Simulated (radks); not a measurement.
Values are calculated unless marked as measured or tabulated.
Question: Pb49+, 33 electrons, occupied as [Ar] 3d10 4s2 4p3. Code: a radial shooting solver on a logarithmic mesh with Libxc functionals. Model: Dirac Kohn-Sham, PBE, spin-unpolarised, spherical densities, finite nucleus; open shells fill j = l - 1/2 first; Fermi nuclear charge, rms radius 5.5012 fm. Some entries of the table are withheld. Estimate them.

| orbital | occ. | eigenvalue (hartree) | <1/r> (bohr^-1) | <r> (bohr) |
|---|---|---|---|---|
| 1s1/2 | 2 | -3326.346 | 101.2 | 0.01606 |
| 2s1/2 | 2 | -671.9760 | 25.08 | (1) |
| 2p1/2 | 2 | -649.6373 | 25.04 | 0.05480 |
| 2p3/2 | 4 | -568.9588 | 19.99 | 0.06367 |
| 3s1/2 | 2 | -228.9466 | 9.356 | 0.1713 |
| 3p1/2 | 2 | -219.0747 | 9.267 | 0.1616 |
| 3p3/2 | 4 | -200.3833 | 7.954 | 0.1768 |
| 3d3/2 | 4 | -184.5171 | 7.837 | (2) |
| 3d5/2 | 6 | -180.4835 | 7.544 | (3) |
| 4s1/2 | 2 | -110.0104 | 4.522 | 0.3419 |
| 4p1/2 | 2 | -105.7044 | 4.451 | 0.3371 |
| 4p3/2 | 1 | -99.44629 | 4.000 | 0.3588 |

Answer: 
(1) 2s1/2 <r> (bohr): 0.06683
(2) 3d3/2 <r> (bohr): 0.1531
(3) 3d5/2 <r> (bohr): 0.1577
